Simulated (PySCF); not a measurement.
Removing an electron from `ClCBr`

Species: CH2BrCl.
Structure used (PBE0-D3(BJ)/def2-SVP), in Å, numbered top down from 1:
```xyz
5
CH2BrCl angstrom
Cl    -1.3588    0.9988    0.0408
C     -0.0428   -0.1704   -0.0009
Br     1.7037    0.6338   -0.1720
H     -0.0464   -0.7422    0.9332
H     -0.1819   -0.8304   -0.8637
```

Level: B3LYP/def2-SVPD (PySCF). Frontier orbitals with their largest atomic shares (Löwdin; up to four atoms above 4 %):

```
orbital  ε (eV)                           main atoms
 HOMO−3   -8.99          Cl1 63 %, Br3 20 %, C2 14 %
 HOMO−2   -8.95          Cl1 75 %, C2 12 %, Br3 10 %
 HOMO−1   -8.21           Br3 76 %, Cl1 18 %, C2 5 %
   HOMO   -8.13                                    ?
   LUMO   -1.16          Br3 50 %, C2 26 %, Cl1 18 %
 LUMO+1    0.11  Cl1 40 %, Br3 26 %, C2 26 %, H4 4 %
 LUMO+2    0.37  Cl1 31 %, Br3 29 %, C2 23 %, H4 9 %
```

Task: What vertical ionisation energy does ΔSCF give, and how far is −ε(HOMO) from it?

Result: ΔSCF: 10.70 eV (1032 kJ/mol; threshold wavelength 116 nm); ⟨S²⟩ of the doublet left behind is 0.752, against 0.75 for a pure doublet. −ε(HOMO) is 8.13 eV, 2.57 eV below it. For the exact functional −ε(HOMO) would equal the first vertical ionisation energy; B3LYP (global hybrid, 20 % exact exchange) falls short of its own ΔSCF value by 24 %.

Task: On which atoms does the HOMO lie?

Result: Br3 (alkyl bromine) 76 %, C2 (sp3 C–Cl carbon) 11 %, Cl1 (alkyl chlorine) 7 %, so more than half of it is on one atom. The HOMO−1 lies 0.08 eV lower.

Task: Shift the occupied levels rigidly so that −ε(HOMO) equals the ΔSCF value. What binding energies result?

Result: The shift is +2.57 eV: HOMO 10.70, HOMO−1 10.78, HOMO−2 11.52, HOMO−3 11.56 eV. A rigid shift is only a rough guide to the deeper ionisations.

Task: What total energies stand behind the ΔSCF value?

Result: E(N) = -3073.22581 Eh and E(N − 1) = -3072.83258 Eh at the same geometry, 0.39323 Eh apart.

Geometry: PBE0-D3(BJ)/def2-SVP; no solvent, vibrations or thermal averaging. The calculation is non-relativistic, for bromine too.
